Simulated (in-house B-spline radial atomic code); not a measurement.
Configurations of the aluminium ion Al²⁺, with energies counted from [Ne] 3s1. Computed with an all-electron radial atomic-structure program (B-spline basis): scalar-relativistic (X2C) LC-wPBE, spin-polarised, spherical fractional occupations, exact exchange averaged over the configuration, Fermi nucleus of rms radius 3.061 fm. Shells without spins written out take the highest spin.

Occupations are held fixed; configurations that lie above the ionisation limit could autoionise.

| configuration | E - E(ref) (eV) | highest orbital | its <r> (bohr) |
| --- | --- | --- | --- |
| [Ne] 3p1 | 6.6016 | 3p up | 2.533 |
| [Ne] 4s1 | 15.54 | 4s up | 4.737 |
| [Ne] 4p1 | 17.735 | 4p up | 5.364 |
| [He] 2s1 2p6 3s1 3p1 | 116.74 | 3p up | 2.228 |
| [He] 2s1 2p6 3s1 4s1 | 129.11 | 4s up | 4.455 |
| [He] 2s1 2p6 3s1 4f1 | 135.4 | 4f up | 5.808 |

Problem. Order these further configurations by energy, lowest first.
A. [Ne] 4f1
B. [He] 2s1 2p6 3s1 4p1
C. [He] 2s2 2p5 3s1 4p1
D. [He] 2s1 2p6 3s1 4d1
E. [He] 2s2 2p5 3s1 4s1

Solution. A (20.876 eV), E (91.079 eV), C (93.384 eV), B (131.43 eV), D (134.4 eV).

Problem. How far above the reference does [Ne] 4d1 lie?

Solution. 20.576 eV; its least bound orbital is 4d up with <r> = 6.577 bohr.
